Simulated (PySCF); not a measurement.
# Rotational lines of SnO

Lines J+1 ← J of the vibrational ground state, computed from RHF-CCSD(T) constants of SnO, ¹Σ⁺ (singlet), closed shell (PySCF, scalar-relativistic core potentials, basis sets Sn aug-cc-pVDZ-PP with ECP28, O aug-cc-pVDZ; masses 119.9022 and 15.9949 u), in MHz:

```tsv
J	ν (MHz)
5	122344.6
6	142732.6
7	163119.2
8	183504.4
9	203887.9
```

(1) Find B0 and the effective bond length r0; with αe = 0.00202 cm⁻¹, find Re.

Correlated steps freeze 5 core orbitals. Correlated levels converge slowly with the basis: in double zeta they bind strong bonds too weakly, by up to about 1 eV, and carry superposition errors of some tenths. Spin–orbit coupling is left out, which matters for elements this heavy, above all for dissociation energies. Where the molecule has an RHF reference, its open-shell atoms are computed with UHF. The CCSD T1 diagnostic is raised, a sign that a single reference may not be enough here.

Answers

(1) ν = 2B0(J+1) − 4D(J+1)³ gives B0 = 0.34010 cm⁻¹. With the reduced mass μred = 14.112 u, r0 = √(16.8576/(μred·B0)) (u, cm⁻¹, Å) = 1.8741 Å. Be = B0 + αe/2 = 0.34111 cm⁻¹ gives Re = 1.871 Å.
